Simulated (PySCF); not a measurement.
H2S, SMILES S. Heavy atoms are numbered as in [SH2:1]. Hydrogens are named by the atom that carries them.

Coordinates come from a B3LYP-D3(BJ)/def2-TZVP optimisation.

Computed with HF/pcSseg-2 (PySCF).

GIAO shieldings, no solvent; atoms alike by connectivity are averaged. δ = σ(ref) − σ: ¹H against TMS (σ = 31.98 ppm), references at their B3LYP-D3(BJ)/def2-TZVP geometries, non-relativistic.

Computed chemical shifts:
```tsv
nucleus	atoms	count	δ (ppm)
¹H	H on S1	2	1.57
```
